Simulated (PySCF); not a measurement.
## Spinor energies of Ti³⁺ (titanium, charge +3)

Start: [Ar] 3d1; 3d3/2 filled at m_j = +3/2. Calculated with PySCF 2.14 in x2c-QZVPPall-2c: generalised Hartree-Fock with the X2C-1e Hamiltonian and a Gaussian nucleus; one run each with spin-orbit coupling (SO) switched off, then screened by Boettger's factors.

```
spinor shell  electrons  ε, spin-free (eV)  ε, screened SO (eV)  weight of nominal j (screened SO)  rms radius, screened SO (bohr)
       1s1/2          2            -5051.9              -5051.8                              1.000                          0.0804
       2s1/2          2            -623.64              -623.62                              1.000                           0.350
       2p1/2          2            -519.34              -523.54                              1.000                           0.319
       3s1/2          2            -111.68              -111.67                              1.000                            1.06
       3p1/2          2            -81.084              -82.427                              0.995                            1.14
       3p3/2          4            -81.084              -80.405                              0.997                            1.15
       3d3/2          1            -43.353              -43.379                              0.936                            1.38
```

Where does 2p3/2 lie, and what is the 2p spin-orbit splitting (screened SO)?

At -517.24 eV, 6.298 eV above 2p1/2.

| quantity | spin-free | screened SO |
| --- | --- | --- |
| E (hartree) | -851.09742 | -851.10511 |
| M_J | 3/2 | 3/2 |
| ⟨J²⟩ | 4.525 | 4.075 |
| ⟨L²⟩ | 6.009 | 6.008 |
| ⟨S²⟩ | 0.752 | 0.752 |

The determinant has a definite M_J but mixes levels of different J.

Each row is a mean over spinors that exchange with the open shell spreads, by up to 4.468 eV (3p1/2).

Without spin-orbit coupling the j labels of p, d and f shells carry no meaning; the spin-free column gives the mean over the occupied spinors of each nl shell, and its ⟨J²⟩ belongs to a mixture of degenerate components.
